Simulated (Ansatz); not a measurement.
`O[SiH2]C(O)(F)F` and `OC(F)F` differ in one atom or group.

Ansatz, PBE0-D4/def2-TZVP geometries, multiplicity 1. Each molecule was computed in one conformer, which needn't be the lowest.

```
                                        property  `O[SiH2]C(O)(F)F`
           LUMO energy (ωB97M-V/def2-TZVPP) / eV               1.65
             HOMO energy (B3LYP/def2-TZVPP) / eV              -8.69
              LUMO energy (PBE0/def2-TZVPP) / eV              -0.01
               HOMO energy (PBE/def2-TZVPP) / eV              -7.32
             LUMO energy (B3LYP/def2-TZVPP) / eV              -0.30
size of the dipole moment (B3LYP/def2-TZVPP) / D               0.84
```

(1) What does the change do to each property? (Best estimate.)

Results:

(1) Computed: 
```
                                        property  `OC(F)F`  shift
           LUMO energy (ωB97M-V/def2-TZVPP) / eV      2.56   0.91
             HOMO energy (B3LYP/def2-TZVPP) / eV     -9.77  -1.08
              LUMO energy (PBE0/def2-TZVPP) / eV      1.12   1.13
               HOMO energy (PBE/def2-TZVPP) / eV     -8.12  -0.80
             LUMO energy (B3LYP/def2-TZVPP) / eV      0.68   0.98
size of the dipole moment (B3LYP/def2-TZVPP) / D      0.77  -0.07
```

With PBE0 the HOMO falls by 1.18 eV and the LUMO rises by 1.13 eV, so the gap widens by about 2.31 eV. PBE moves the HOMO by -0.80 eV and ωB97M-V by -1.37 eV. The zero-point energy changes by -52.6 kJ/mol with -12 modes. Dipoles are sizes alone; their direction can turn.

B3LYP here is the variant with VWN-RPA as its local correlation; programs differ in this.
